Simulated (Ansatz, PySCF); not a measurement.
C3H6B, SMILES `C=C[B-]C` (near-degenerate triplet; C–C–B–C torsion 180°) (charge -1, multiplicity 3). This triplet lies within 0.05 eV of the relaxed singlet at the level B3LYP-D3(BJ)/def2-TZVPD (PySCF).

The numbers are results of Ansatz (a first-principles code) with LDA/aug-cc-pVTZ // B3LYP-D3(BJ)/def2-TZVPD, not measurements.

Ansatz 0.2 input:
```yaml
crystal:
  periodic: [false, false, false]
  atoms:
    - { symbol: C, position_ang: [2.196249, 0.040647, 0.00564] }
    - { symbol: C, position_ang: [0.844171, -0.249153, 0.168022] }
    - { symbol: B, position_ang: [-0.369754, 0.58925, 0.075117] }
    - { symbol: C, position_ang: [-1.901724, 0.230495, 0.266162] }
    - { symbol: H, position_ang: [2.531597, 1.044574, -0.237203] }
    - { symbol: H, position_ang: [2.966024, -0.717981, 0.113878] }
    - { symbol: H, position_ang: [0.642496, -1.308003, 0.412551] }
    - { symbol: H, position_ang: [-2.379741, 0.789348, 1.08117] }
    - { symbol: H, position_ang: [-2.021196, -0.84486, 0.50401] }
    - { symbol: H, position_ang: [-2.508114, 0.425686, -0.627778] }
basis:
  gaussian: { orbitals: aug-cc-pVTZ }
hamiltonian:
  xc: lda
total_charge: -1
magnetization:
  spin_polarized: true
  initial_magnetization: 2
```

Output:

```
Functional definition: SPW92
1210 factors; their error is unknown
mean field evaluation 1: about -3832.2990 eV, gradient 5.1e1 eV
mean field evaluation 2: about -3660.6411 eV, gradient 1.3e2 eV
mean field evaluation 4: about -3844.9181 eV, gradient 1.3e1 eV
mean field evaluation 8: about -3845.9555 eV, gradient 4.8e-1 eV
mean field evaluation 16: about -3845.9256 eV, gradient 4.4e-4 eV
mean field evaluation 32: about -3843.1866 eV, gradient 1.0e1 eV
mean field evaluation 64: about -3842.5759 eV, gradient 5.6e0 eV
mean field evaluation 96: about -3844.6266 eV, gradient 2.8e0 eV
mean field -3845.92562383 eV, -141.3351598136 hartree, gradient 2.3e-5 eV, S^2 2.005935; 8 other end points of the search recorded, 0 dependent functions left out
reference -3845.92567308 eV, -141.3351616238 hartree; 16, 14 occupied and 306, 308 virtual orbitals, 1210 factors
Total energy: -3845.92567308 eV, -141.3351616238 hartree
```
